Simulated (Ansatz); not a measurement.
Total energies of `B[SiH2]CC`.

```xyz
13

B    -1.461   -1.851    1.122
Si    0.119   -0.698    0.661
C    -0.169    0.601   -0.669
C     1.042    1.486   -0.941
H    -1.315   -2.825    1.801
H    -2.578   -1.592    0.778
H     1.290   -1.548    0.285
H     0.494   -0.017    1.943
H    -0.479    0.087   -1.586
H    -1.028    1.208   -0.364
H     1.903    0.895   -1.265
H     1.345    2.032   -0.044
H     0.837    2.223   -1.722
```

Charge 0, multiplicity 1. The structure was optimised at the PBE0-D4/def2-TZVP level. It is one conformer, not always the lowest. Basis def2-TZVPP, Ansatz.

RPA on PBE orbitals: Hartree–Fock energy of these orbitals -394.56294 Eh, correlation -1.07162 Eh (frozen core).

```json
{"functional": "PBE", "energy without D4 (Eh)": "-395.65094", "D4 term (kJ/mol)": "-22.2"}
{"functional": "BHLYP", "energy without D4 (Eh)": "-395.91208", "D4 term (kJ/mol)": "-26.5"}
```

Q: Give the same for LDA (SPW92), revPBE, BLYP, r2SCAN, B97M-V, PBE0, B3LYP, r2SCANh, r2SCAN0, HSE06 (plane-wave form), CAM-B3LYP, LC-ωPBE, ωB97X-V, ωB97M-V, B2PLYP, PBE-QIDH. (Estimate.)

A: The calculation gave: 
```json
{"functional": "LDA (SPW92)", "energy without D4 (Eh)": "-393.71531", "D4 term (kJ/mol)": "–"}
{"functional": "revPBE", "energy without D4 (Eh)": "-395.87917", "D4 term (kJ/mol)": "-69.4"}
{"functional": "BLYP", "energy without D4 (Eh)": "-395.89671", "D4 term (kJ/mol)": "-48.8"}
{"functional": "r2SCAN", "energy without D4 (Eh)": "-395.87355", "D4 term (kJ/mol)": "-5.6"}
{"functional": "B97M-V", "energy without D4 (Eh)": "-395.91526", "D4 term (kJ/mol)": "–"}
{"functional": "PBE0", "energy without D4 (Eh)": "-395.71031", "D4 term (kJ/mol)": "-18.7"}
{"functional": "B3LYP", "energy without D4 (Eh)": "-396.01362", "D4 term (kJ/mol)": "-35.5"}
{"functional": "r2SCANh", "energy without D4 (Eh)": "-395.87015", "D4 term (kJ/mol)": "-5.9"}
{"functional": "r2SCAN0", "energy without D4 (Eh)": "-395.86588", "D4 term (kJ/mol)": "-6.5"}
{"functional": "HSE06 (plane-wave form)", "energy without D4 (Eh)": "-395.69583", "D4 term (kJ/mol)": "-17.4"}
{"functional": "CAM-B3LYP", "energy without D4 (Eh)": "-395.91204", "D4 term (kJ/mol)": "-18.9"}
{"functional": "LC-ωPBE", "energy without D4 (Eh)": "-395.81701", "D4 term (kJ/mol)": "–"}
{"functional": "ωB97X-V", "energy without D4 (Eh)": "-395.90386", "D4 term (kJ/mol)": "–"}
{"functional": "ωB97M-V", "energy without D4 (Eh)": "-395.87427", "D4 term (kJ/mol)": "–"}
{"functional": "B2PLYP", "energy without D4 (Eh)": "-395.74223", "D4 term (kJ/mol)": "–"}
{"functional": "PBE-QIDH", "energy without D4 (Eh)": "-395.61135", "D4 term (kJ/mol)": "–"}
```

B3LYP takes the VWN-RPA correlation (the form of Gaussian; ORCA's B3LYP/G). HSE06 is the plane-wave form, built on full-range PBE exchange. The double hybrids freeze the cores in their second-order part.

LC-ωPBE has ω = 0.4 bohr⁻¹.
